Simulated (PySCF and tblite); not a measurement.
Results of a calculation; reference values are marked as such.
# Conformers and averaged properties: C₅H₁₀Br₂, numbered as in [CH3:1][C@H:2]([Br:3])[CH2:4][C@H:5]([CH3:6])[Br:7]

Search: ETKDG and KDG, MMFF94s, GFN2-xTB, 200 starts; geometries at GFN2-xTB. Energies: PBE0-D3(BJ)/pcSseg-1, with GFN2-xTB thermal terms (modes under about 100 cm⁻¹ blended into free rotors). Symmetry numbers and mirror images are counted. Conformers within 2.5 kcal/mol (GFN2-xTB free energy) were kept, 7 at most. GIAO shieldings: PBE0/pcSseg-1. Shifts are against TMS (¹H), TMS (¹³C) at the same level. Codes: tblite and PySCF.

Torsions listed: Br3–C2–C4–C5, C2–C4–C5–Br7.

```tsv
conformer	shape	symmetry	E(GFN2) kcal/mol	E(DFT) kcal/mol	G(298.15 K) kcal/mol	weight %	dipole D
1	66°, 66°	C2	0.00	0.00	0.00	99.1	2.31
2	177°, 177°	C2	2.16	3.10	3.03	0.6	2.62
3	169°, 84°	C1	2.20	3.79	3.38	0.3	1.97
```

Weights (%) against temperature:

```json
{"T (K)": "250", "1": "99.7", "2": "0.2", "3": "0.1", "S(mix) cal/mol/K": "0.04"}
{"T (K)": "298.15", "1": "99.1", "2": "0.6", "3": "0.3", "S(mix) cal/mol/K": "0.12"}
{"T (K)": "350", "1": "97.8", "2": "1.3", "3": "0.9", "S(mix) cal/mol/K": "0.24"}
```

Averaged shifts at 298.15 K. ¹H: 4.66 (H2/H5, 2H), 1.93 (H4, 2H), 1.69 (H1/H6, 6H) ppm. ¹³C: 64.5 (C2/C5), 57.5 (C4), 29.3 (C1/C6) ppm.

Coordinates of conformer 1 (Å):

```xyz
17

C    -2.443    0.198    0.837
C    -1.320    0.177   -0.181
Br   -1.695   -1.241   -1.516
C     0.038   -0.082    0.455
C     1.209    0.062   -0.506
C     2.523   -0.371    0.114
Br    1.363    1.959   -1.065
H    -2.291    1.022    1.532
H    -3.405    0.334    0.348
H    -2.470   -0.734    1.400
H    -1.308    1.104   -0.759
H     0.165    0.618    1.286
H     0.056   -1.095    0.866
H     1.022   -0.485   -1.433
H     2.722    0.188    1.027
H     2.481   -1.432    0.356
H     3.347   -0.209   -0.577
```

Coordinates of conformer 2 (Å):

```xyz
17

C    -1.695    1.085   -0.120
C    -1.087   -0.192   -0.665
Br   -2.552   -1.416   -1.204
C    -0.214   -0.944    0.334
C     1.008   -0.151    0.786
C     1.980    0.181   -0.330
Br    1.950   -1.245    2.146
H    -0.918    1.825    0.060
H    -2.404    1.504   -0.831
H    -2.219    0.892    0.815
H    -0.547   -0.001   -1.595
H    -0.819   -1.198    1.209
H     0.122   -1.881   -0.119
H     0.715    0.750    1.328
H     2.885    0.631    0.074
H     2.258   -0.718   -0.877
H     1.530    0.890   -1.022
```

Spin–orbit effects of the heavy atoms on shieldings are missing. At a carbon that bears Br the missing effect is some 10 ppm, beside I tens of ppm. Shifts are unscaled: against experiment ¹³C can be off by 15 ppm or more and ¹H by 0.8 ppm.

Search and properties took 110 s on 1 thread of INTEL XEON PLATINUM 8581C @ 2.10GHz, shared host (rough), launched as `OMP_NUM_THREADS=1 python ens_run.py task.json out`.
